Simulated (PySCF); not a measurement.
## Frontier orbitals and the lowest excitations

C5H7ClO2.
Atom-mapped SMILES: `[CH3:1][O:2][C:3](=[O:4])/[CH:5]=[CH:6]/[CH2:7][Cl:8]` (hydrogens: H9, H10, H11 on C1; H12 on C5; H13 on C6; H14, H15 on C7)

Cartesian coordinates in Å at the GFN2-xTB level; atoms count from 1:
```
atom  x, y, z in Å
C1    -3.1358   -0.3549   -0.0103
O2    -1.7739   -0.7552   -0.0158
C3    -0.8688    0.2342   -0.0466
O4    -1.1576    1.4042   -0.0649
C5     0.5025   -0.3129   -0.0610
C6     1.5641    0.4881   -0.0676
C7     2.9682    0.0129   -0.0742
Cl8    3.7506    0.4926    1.4727
H9    -3.3640    0.2178   -0.9116
H10   -3.7212   -1.2699    0.0204
H11   -3.3460    0.2668    0.8623
H12    0.5798   -1.3894   -0.0742
H13    1.4137    1.5596   -0.0401
H14    3.0364   -1.0719   -0.1435
H15    3.5478    0.4859   -0.8674
```

Level of theory: TDDFT PBE0/def2-SVPD, vertical, gas phase, core orbitals frozen in the response (PySCF).

Frontier orbitals with the atoms that hold most of them (Löwdin shares over 4%, at most four atoms; ? is withheld):

| orbital | ε (eV) | atoms |
| --- | --- | --- |
| HOMO-3 | -8.97 | Cl8 47%, O4 14%, O2 11%, C7 9% |
| HOMO-2 | -8.78 | Cl8 78%, C7 12% |
| HOMO-1 | -8.31 | O4 64%, O2 10%, C3 8%, C5 8% |
| HOMO | -8.28 | C5 29%, C6 27%, Cl8 19%, O4 10% |
| LUMO | ? | C6 25%, C5 20%, C3 14%, O4 11% |
| LUMO+1 | 0.41 | Cl8 33%, C7 21%, H15 9%, C6 7% |
| LUMO+2 | 0.75 | C1 24%, C3 12%, Cl8 11%, O2 10% |

Q: What is the LUMO energy, and the HOMO–LUMO gap?

A: ε(LUMO) = -1.80 eV; the gap is 6.48 eV (0.2382 hartree).

Q: How does S1 compare with the orbital gap of 6.48 eV?

A: S1 is at 4.78 eV (f = 0.0000), 1.70 eV below the gap, made of HOMO-1→LUMO (94%). 

Next come S2 at 5.75 eV (f 0.170), HOMO→LUMO (47%), HOMO-3→LUMO (25%), HOMO-2→LUMO (15%); S3 at 5.78 eV (f 0.045), HOMO-2→LUMO (82%), HOMO→LUMO (13%); S4 at 6.21 eV (f 0.271), HOMO-3→LUMO (59%), HOMO→LUMO (34%); S5 at 6.37 eV (f 0.183), HOMO-4→LUMO (84%), HOMO-3→LUMO (11%).

Löwdin shares depend on the basis, the more so with diffuse functions.

One conformer stands for the species.
